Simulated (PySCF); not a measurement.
Mg(Cl)(OSiH3) (ClH3MgOSi), SMILES [SiH3][O][Mg][Cl]. Atoms are numbered in the order given.

```xyz
7

Mg     0.0000     0.0000     0.6819
Cl     0.0000     0.0000     2.8759
O      0.0000     0.0000    -1.1037
Si     0.0000     0.0000    -2.7425
H     -1.2106     0.6990    -3.2832
H      0.0000    -1.3979    -3.2832
H      1.2106     0.6990    -3.2832
```

Coordinates come from a PBE0-D3(BJ)/def2-SVP optimisation. One conformer was computed; it need not be the lowest.

All values below come from B3LYP/def2-TZVPD run with PySCF.

Symmetry labels are those of the subgroup Cs that the program uses (full group C3v).

Computed valence orbital energies around the gap with their symmetry:
```
orbital  symmetry  energy (eV)
-------  --------  -----------
HOMO−7         A'       -11.13
HOMO−6         A'       -10.04
HOMO−5         A"       -10.04
HOMO−4         A'        -9.70
HOMO−3         A'        -8.67
HOMO−2         A"        -8.67
HOMO−1         A'        -8.12
HOMO           A"        -8.12
LUMO           A'        -2.06
LUMO+1         A"        -0.35
LUMO+2         A'        -0.35
LUMO+3         A'         0.22
```
